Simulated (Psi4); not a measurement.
Input file for Psi4: SAPT0/jun-cc-pV(D+d)Z on C2H6N2 (a complex).

```
memory 8100 MB

molecule dimer {
0 1
N    -0.05341501    0.00409944    0.17064993
H     0.64985827    0.30730519   -0.49366318
H     0.37040848   -0.71429221    0.74933568
H    -0.79547741   -0.43773557   -0.36034019
--
0 1
C    -0.39806443    1.24111940    3.27659942
C     0.27754050   -0.03735836    3.41933023
N     0.81084847   -1.05339286    3.49616950
H    -1.34320154    1.23083703    3.82001275
H     0.22638188    2.04357983    3.67006069
H    -0.58578520    1.40747096    2.21390878
units angstrom
symmetry c1
no_reorient
no_com
}

set {
  basis jun-cc-pV(D+d)Z
  scf_type df
  freeze_core true
}

energy('sapt0')
```

It printed:

```
[...]
==> Input File <==

--------------------------------------------------------------------------
memory 8100 MB

molecule dimer {
0 1
N    -0.05341501    0.00409944    0.17064993
H     0.64985827    0.30730519   -0.49366318
H     0.37040848   -0.71429221    0.74933568
H    -0.79547741   -0.43773557   -0.36034019
--
0 1
C    -0.39806443    1.24111940    3.27659942
C     0.27754050   -0.03735836    3.41933023
N     0.81084847   -1.05339286    3.49616950
H    -1.34320154    1.23083703    3.82001275
H     0.22638188    2.04357983    3.67006069
H    -0.58578520    1.40747096    2.21390878
units angstrom
symmetry c1
no_reorient
no_com
}

set {
  basis jun-cc-pV(D+d)Z
  scf_type df
  freeze_core true
}

energy('sapt0')
--------------------------------------------------------------------------


   => Loading Basis Set <=

    Name: JUN-CC-PV(D+D)Z
    Role: ORBITAL
    Keyword: BASIS
    atoms 1, 7      entry N          line   222 file jun-cc-pv_dpd_z.gbs
    atoms 2-4, 8-10 entry H          line    60 file jun-cc-pv_dpd_z.gbs
    atoms 5-6       entry C          line   188 file jun-cc-pv_dpd_z.gbs

   => Loading Basis Set <=

    Name: JUN-CC-PV(D+D)Z
    Role: ORBITAL
    Keyword: BASIS
    atoms 1, 7      entry N          line   222 file jun-cc-pv_dpd_z.gbs
    atoms 2-4, 8-10 entry H          line    60 file jun-cc-pv_dpd_z.gbs
    atoms 5-6       entry C          line   188 file jun-cc-pv_dpd_z.gbs


  //>>>>>>>>>>>>>>>>>>>>>>>>>>>>>>>>>>>//
  //              Dimer HF             //
  //<<<<<<<<<<<<<<<<<<<<<<<<<<<<<<<<<<<//

   => Libint2 <=

    Primary   basis highest AM E, G, H:  7, 6, 3
    Auxiliary basis highest AM E, G, H:  7, 7, 4
    Onebody   basis highest AM E, G, H:  -, -, -
    Solid Harmonics ordering:            Gaussian


   => Loading Basis Set <=

    Name: JUN-CC-PV(D+D)Z
    Role: ORBITAL
    Keyword: BASIS
    atoms 1, 7      entry N          line   222 file jun-cc-pv_dpd_z.gbs
    atoms 2-4, 8-10 entry H          line    60 file jun-cc-pv_dpd_z.gbs
    atoms 5-6       entry C          line   188 file jun-cc-pv_dpd_z.gbs


         ---------------------------------------------------------
                                   SCF
               by Justin Turney, Rob Parrish, Andy Simmonett
                          and Daniel G. A. Smith
                              RHF Reference
                        4 Threads,   7724 MiB Core
         ---------------------------------------------------------

  ==> Geometry <==

    Molecular point group: c1
    Full point group: C1

    Geometry (in Angstrom), charge = 0, multiplicity = 1:

       Center              X                  Y                   Z               Mass
    ------------   -----------------  -----------------  -----------------  -----------------
         N           -0.053415010000     0.004099440000     0.170649930000    14.003074004430
         H            0.649858270000     0.307305190000    -0.493663180000     1.007825032230
         H            0.370408480000    -0.714292210000     0.749335680000     1.007825032230
         H           -0.795477410000    -0.437735570000    -0.360340190000     1.007825032230
         C           -0.398064430000     1.241119400000     3.276599420000    12.000000000000
         C            0.277540500000    -0.037358360000     3.419330230000    12.000000000000
         N            0.810848470000    -1.053392860000     3.496169500000    14.003074004430
         H           -1.343201540000     1.230837030000     3.820012750000     1.007825032230
         H            0.226381880000     2.043579830000     3.670060690000     1.007825032230
         H           -0.585785200000     1.407470960000     2.213908780000     1.007825032230

  Running in c1 symmetry.

  Rotational constants: A =      0.30143  B =      0.03512  C =      0.03181 [cm^-1]
  Rotational constants: A =   9036.69111  B =   1052.89247  C =    953.63524 [MHz]
  Nuclear repulsion =  104.169523753741231

  Charge       = 0
  Multiplicity = 1
  Electrons    = 32
  Nalpha       = 16
  Nbeta        = 16

  ==> Algorithm <==

  SCF Algorithm Type is DF.
  DIIS enabled.
  MOM disabled.
  Fractional occupation disabled.
  Guess Type is SAD.
  Energy threshold   = 1.00e-08
  Density threshold  = 1.00e-08
  Integral threshold = 1.00e-12

  ==> Primary Basis <==

  Basis Set: JUN-CC-PV(D+D)Z
    Blend: JUN-CC-PV(D+D)Z
    Number of shells: 50
    Number of basis functions: 102
    Number of Cartesian functions: 106
    Spherical Harmonics?: true
    Max angular momentum: 2

   => Loading Basis Set <=

    Name: (JUN-CC-PV(D+D)Z AUX)
    Role: JKFIT
    Keyword: DF_BASIS_SCF
    atoms 1, 7      entry N          line   202 file jun-cc-pvdz-jkfit.gbs
    atoms 2-4, 8-10 entry H          line    70 file jun-cc-pvdz-jkfit.gbs
    atoms 5-6       entry C          line   146 file jun-cc-pvdz-jkfit.gbs

  ==> Integral Setup <==

  DFHelper Memory: AOs need 0.039 GiB; user supplied 5.658 GiB.
  SCF_SUBTYPE=INCORE selected. In-core MEM_DF algorit
[...]
 [    11 ]
    NA   [    11 ]
    NB   [    11 ]

  @DF-RHF Final Energy:  -131.94121947908982

   => Energetics <=

    Nuclear Repulsion Energy =             58.7008218685585987
    One-Electron Energy =                -293.5226578635783881
    Two-Electron Energy =                 102.8806165159299582
    Total Energy =                       -131.9412194790898525

Computation Completed


Properties will be evaluated at   0.000000,   0.000000,   0.000000 [a0]

Properties computed using the SCF density matrix


 Multipole Moments:

 ------------------------------------------------------------------------------------
     Multipole            Electronic (a.u.)      Nuclear  (a.u.)        Total (a.u.)
 ------------------------------------------------------------------------------------

 L = 1.  Multiply by 2.5417464519 to convert [e a0] to [Debye]
 Dipole X            :         -6.9160530            6.1419706           -0.7740825
 Dipole Y            :         -7.0919129            8.5617898            1.4698769
 Dipole Z            :       -140.6432531          140.5063278           -0.1369253
 Magnitude           :                                                    1.6668804

 ------------------------------------------------------------------------------------

  Constructing Basis Sets for SAPT...

   => Loading Basis Set <=

    Name: (JUN-CC-PV(D+D)Z AUX)
    Role: RIFIT
    Keyword: DF_BASIS_SAPT
    atoms 1, 7      entry N          line   144 file jun-cc-pvdz-ri.gbs
    atoms 2-4, 8-10 entry H          line    30 file jun-cc-pvdz-ri.gbs
    atoms 5-6       entry C          line   100 file jun-cc-pvdz-ri.gbs

   => Loading Basis Set <=

    Name: (JUN-CC-PV(D+D)Z AUX)
    Role: JKFIT
    Keyword: DF_BASIS_ELST
    atoms 1, 7      entry N          line   202 file jun-cc-pvdz-jkfit.gbs
    atoms 2-4, 8-10 entry H          line    70 file jun-cc-pvdz-jkfit.gbs
    atoms 5-6       entry C          line   146 file jun-cc-pvdz-jkfit.gbs


  //>>>>>>>>>>>>>>>>>>>>>>>>>>>>>>>>>>>//
  //               SAPT0               //
  //<<<<<<<<<<<<<<<<<<<<<<<<<<<<<<<<<<<//



        SAPT0
    Ed Hohenstein
     6 June 2009

      Orbital Information
  --------------------------
    NSO        =       102
    NMO        =       102
    NRI        =       344
    NRI (Elst) =       454
    NOCC A     =         5
    NOCC B     =        11
    FOCC A     =         1
    FOCC B     =         3
    NVIR A     =        97
    NVIR B     =        91

    Elst10,r            =    -0.009875009913 [Eh]
    Exch10              =     0.007832263174 [Eh]
    Exch10 (S^2)        =     0.007804202562 [Eh]

    Maxiter = 50
    CPHF R converge = 1.000000E-08

    Iter     Energy [mEh]          dE [mEh]         Residual      Time [s]
       1      -1.39304441       1.393044409     6.328268e-03             0
       2      -1.87344767       0.480403265     1.692830e-03             0
       3      -1.87610642       0.002658744     6.457231e-04             0
       4      -1.86868601      -0.007420404     1.448911e-04             0
       5      -1.86838143      -0.000304581     3.318770e-05             0
       6      -1.86879850       0.000417071     6.402631e-06             0
       7      -1.86872281      -0.000075696     1.178199e-06             0
       8      -1.86873054       0.000007730     2.113809e-07             0
       9      -1.86873025      -0.000000286     4.600536e-08             0
      10      -1.86873013      -0.000000121     8.465566e-09             0

    CHF Iterations converged

    Maxiter = 50
    CPHF R converge = 1.000000E-08

    Iter     Energy [mEh]          dE [mEh]         Residual      Time [s]
       1      -0.92078930       0.920789299     8.168637e-03             0
       2      -0.97992410       0.059134805     3.220544e-03             0
       3      -1.10744467       0.127520565     6.821250e-04             0
       4      -1.10521379      -0.002230881     2.044943e-04             0
       5      -1.10219086      -0.003022931     8.788768e-05             0
       6      -1.10345318       0.001262318     3.268402e-05             0
       7      -1.10342174      -0.000031433     9.057682e-06             0
       8      -1.10335485      -0.000066889     2.659537e-06             0
       9      -1.10335485      -0.000000002     8.228721e-07             0
      10      -1.10336074       0.000005889     1.641728e-07             0
      11      -1.10335913      -0.000001615     3.588338e-08             0
      12      -1.10335931       0.000000182     8.150562e-09             0

    CHF Iterations converged

    Ind20,r (A<-B)      =    -0.001868730130 [Eh]
    Ind20,r (B<-A)      =    -0.001103359308 [Eh]
    Ind20,r             =    -0.002972089438 [Eh]
    Exch-Ind20,r (A<-B) =     0.001429460550 [Eh]
    Exch-Ind20,r (B<-A) =     0.000377884613 [Eh]
    Exch-Ind20,r        =     0.001807345163 [Eh]
    Disp20              =    -0.003309600493 [Eh]
    Disp20 (SS)         =    -0.001654800246 [Eh]
    Disp20 (OS)         =    -0.001654800246 [Eh]
    Exch-Disp20         =     0.000527482997 [Eh]
    Exch-Disp20 (SS)    =     0.000298746446 [Eh]
    Exch-Disp20 (OS)    =     0.000228736552 [Eh]

    SAPT Results
  --------------------------------------------------------------------------------------------------------
    Electrostatics                 -9.87500991 [mEh]      -6.19666227 [kcal/mol]     -25.92683496 [kJ/mol]
      Elst10,r                     -9.87500991 [mEh]      -6.19666227 [kcal/mol]     -25.92683496 [kJ/mol]

    Exchange                        7.83226317 [mEh]       4.91481934 [kcal/mol]      20.56360413 [kJ/mol]
      Exch10                        7.83226317 [mEh]       4.91481934 [kcal/mol]      20.56360413 [kJ/mol]
      Exch10(S^2)                   7.80420256 [mEh]       4.89721104 [kcal/mol]      20.48993100 [kJ/mol]

    Induction                      -1.74088791 [mEh]      -1.09242366 [kcal/mol]      -4.57070058 [kJ/mol]
      Ind20,r                      -2.97208944 [mEh]      -1.86501428 [kcal/mol]      -7.80321974 [kJ/mol]
      Exch-Ind20,r                  1.80734516 [mEh]       1.13412621 [kcal/mol]       4.74518407 [kJ/mol]
      delta HF,r (2)               -0.57614364 [mEh]      -0.36153559 [kcal/mol]      -1.51266491 [kJ/mol]

    Dispersion                     -2.78211750 [mEh]      -1.74580509 [kcal/mol]      -7.30444848 [kJ/mol]
      Disp20                       -3.30960049 [mEh]      -2.07680566 [kcal/mol]      -8.68935490 [kJ/mol]
      Exch-Disp20                   0.52748300 [mEh]       0.33100058 [kcal/mol]       1.38490642 [kJ/mol]
      Disp20 (SS)                  -1.65480025 [mEh]      -1.03840283 [kcal/mol]      -4.34467745 [kJ/mol]
      Disp20 (OS)                  -1.65480025 [mEh]      -1.03840283 [kcal/mol]      -4.34467745 [kJ/mol]
      Exch-Disp20 (SS)              0.29874645 [mEh]       0.18746622 [kcal/mol]       0.78435868 [kJ/mol]
      Exch-Disp20 (OS)              0.22873655 [mEh]       0.14353435 [kcal/mol]       0.60054773 [kJ/mol]

  Total HF                         -3.78363465 [mEh]      -2.37426659 [kcal/mol]      -9.93393141 [kJ/mol]
  Total SAPT0                      -6.56575215 [mEh]      -4.12007167 [kcal/mol]     -17.23837989 [kJ/mol]

  Special recipe for scaled SAPT0 (see Manual):
    Electrostatics sSAPT0          -9.87500991 [mEh]      -6.19666227 [kcal/mol]     -25.92683496 [kJ/mol]
    Exchange sSAPT0                 7.83226317 [mEh]       4.91481934 [kcal/mol]      20.56360413 [kJ/mol]
    Induction sSAPT0               -1.72132238 [mEh]      -1.08014610 [kcal/mol]      -4.51933130 [kJ/mol]
    Dispersion sSAPT0              -2.77640720 [mEh]      -1.74222182 [kcal/mol]      -7.28945609 [kJ/mol]
  Total sSAPT0                     -6.54047632 [mEh]      -4.10421085 [kcal/mol]     -17.17201821 [kJ/mol]
  --------------------------------------------------------------------------------------------------------



*** Psi4 exiting successfully. Buy a developer a beer!
```

The run finished.

Cost: very roughly 10 core-seconds.
